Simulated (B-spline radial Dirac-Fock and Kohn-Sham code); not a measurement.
# What relativity does to the binding energies of Pm²⁷⁺

System: the Pm²⁷⁺ ion, configuration [Ar] 3d10 4s2 4p4.

Both columns are ΔSCF binding energies of the configuration average from an atomic code on a B-spline grid: non-relativistic Hartree-Fock with a point nucleus, and Dirac-Fock with a finite nucleus and the Coulomb interaction alone, averaged over the two j levels with weights 2j+1.

```
shell  Hartree-Fock (eV)  Dirac-Fock (eV)  shift (eV)  shift (%)
   1s            43882.1          46312.9    +2430.76      +5.54
   2s             7765.3           8388.9     +623.57      +8.03
   3s             2397.1           2546.7     +149.54      +6.24
   3d             1943.7           1933.7      -10.02      -0.52
   4s             1058.6           1104.2      +45.60      +4.31
   4p              992.3           1009.6      +17.24      +1.74
```

Relativity binds 1s, 2s, 3s, 4s, 4p more strongly, among those listed most of all 2s in relative terms, and 3d more weakly, because the contracted s and p shells screen the nucleus better.

Values without a named source are computed, but for edge energies of neutral atoms, which are taken from tables.
